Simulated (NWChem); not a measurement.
# CH₅BrSi; SMILES C[SiH2]Br

Computed with NWChem. All runs use the structure optimised with PBE0/def2-SVP. Level: PBE/def2-SVP with SMD (1 M gas to 1 M solution), gas-phase geometry. Reactions with the solvent are ignored.

| solvent | dielectric constant | solvation free energy (kcal/mol) | cavity-dispersion-structure term (kcal/mol) | dipole in solution (D) |
|---|---|---|---|---|
| water | 78.4 | 0.5 | 2.1 | 2.41 |
| ethyl acetate | 5.99 | -2.9 | -1.6 | 2.31 |
| acetone | 20.5 | -3.1 | -1.5 | 2.39 |
| 1-propanol | 20.5 | -3.0 | -1.5 | 2.39 |
| toluene | 2.37 | -3.0 | -2.1 | 2.17 |
| chloroform | 4.71 | -3.4 | -2.1 | 2.29 |
